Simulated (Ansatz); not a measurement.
Reaction (cleavage of the Ge–Si bond): `[NH2][GeH2][SiH2]F` + NH₃ → `[NH2][GeH2][NH2]` + `F[SiH3]`

Calculated with Ansatz (gas phase, PBE0-D4/def2-TZVP geometries, no zero-point term in ΔE). CBS: MP2 limit from def2 TZ/QZ plus the TZ coupled-cluster correction, frozen cores. This one scheme is used for every species. Functionals use def2-TZVPP. B3LYP here is the variant with VWN-RPA as its local correlation; programs differ in this. For Ge outer-core shells are correlated without core-valence functions, which leaves a few kJ/mol of doubt a bond. Scalar relativity is left out up to krypton. Each species was taken in one conformer, which may not be the lowest.

```json
{"level": "PBE-D4", "ΔE (eV)": "0.08"}
{"level": "r2SCAN-D4", "ΔE (eV)": "-0.04"}
{"level": "PBE0-D4", "ΔE (eV)": "0.02"}
{"level": "r2SCAN", "ΔE (eV)": "-0.05"}
{"level": "PBE0", "ΔE (eV)": "0.00"}
{"level": "B3LYP", "ΔE (eV)": "-0.08"}
{"level": "CCSD/def2-TZVPP", "ΔE (eV)": "-0.15"}
{"level": "HF/def2-QZVPP", "ΔE (eV)": "-0.29"}
```

Question: What does CCSD(T)/CBS give? (An estimate is asked.)

Answer: Computed: -0.10 eV. The listed levels differ from it by 0.18, 0.06, 0.12, 0.05, 0.10, 0.02, -0.05, -0.19 eV.

Largest T1 diagnostic among the species: 0.011.

In def2-TZVPP, CCSD(T) changes the Hartree–Fock value by +0.15 eV (the triples alone add +0.01 eV) and MP2 by +0.09 eV. From PBE to PBE0 (25 % exact exchange), in def2-TZVPP and without D4, ΔE moves by −0.05 eV.
